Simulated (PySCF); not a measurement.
Compound: CH₉ClSi₃.
SMILES: `C[SiH2][Si@H]([SiH3])Cl`

All values: B3LYP/def2-SVPD (PySCF, non-relativistic), on one gas-phase PBE0-D3(BJ)/def2-SVP geometry that isn't relaxed in the solvent. The solvent is an IEF-PCM continuum (Bondi radii, 1.10 Å for H, scaled by 1.2), and excitations are vertical TDDFT with non-equilibrium linear response and a frozen core. Specific hydrogen bonds and non-electrostatic terms are outside this model.

Gas-phase singlets (H = HOMO, L = LUMO):

| state | E (eV) | λ (nm) | f | leading configuration |
| --- | --- | --- | --- | --- |
| S1 | 5.410 | 229 | 0.002 | H→L 98% |
| S2 | 6.129 | 202 | 0.013 | H-1→L 97% |
| S3 | 6.306 | 197 | 0.091 | H→L+1 88% |
| S4 | 6.655 | 186 | 0.121 | H→L+2 86% |
| S5 | 6.732 | 184 | 0.058 | H→L+3 89% |

Problem. Give the list for acetone (ε = 20.49), n² = 1.85.

Solution. 
```tsv
state	E (eV)	λ (nm)	f	leading configuration	change by rank (eV)
S1	5.441	228	0.003	H→L 98%	+0.031
S2	6.215	200	0.022	H-1→L 98%	+0.086
S3	6.368	195	0.182	H→L+1 91%	+0.062
S4	6.678	186	0.210	H→L+2 93%	+0.023
S5	6.790	183	0.045	H→L+3 91%	+0.058
```

Problem. The ground-state energy changes by -0.085 eV from gas to acetone. By how much does the total energy of gas-phase S1 change?

Solution. E(S1) = E(S0) + excitation energy, so it changes by -0.085 + 0.031 = -0.054 eV: it is lowered less than the ground state, which is what a blue shift means. This is the vertical state, with the slow part of the continuum still set for S0.

Problem. How do the frontier levels move from gas to acetone?

Solution. 
```csv
orbital,gas (eV),solvent (eV),change (eV)
LUMO+2,-0.02,0.15,+0.17
LUMO+1,-0.35,-0.17,+0.18
LUMO,-1.07,-0.92,+0.15
HOMO,-7.46,-7.36,+0.10
HOMO-1,-8.21,-8.15,+0.06
HOMO-2,-9.20,-8.99,+0.21
HOMO-3,-9.31,-9.18,+0.13
```

The HOMO–LUMO gap goes from 6.40 to 6.44 eV. Rows go by rank; for HOMO-3 and HOMO-2 the atom shares or the degeneracy differ between the runs, so the row needn't follow one orbital.

The run took 21 s wall on one thread of an Arm Neoverse V1, shared host with 32 logical CPUs at a one-minute load of 15, and the process peaked at 0.88 GiB of memory. This is the whole response run at B3LYP/def2-SVPD in acetone, SCF included.

The values belong to the conformer `[CH3:1][SiH2:2][Si@H:3]([SiH3:4])[Cl:5]`: C1–Si2–Si3–Si4 -59°.
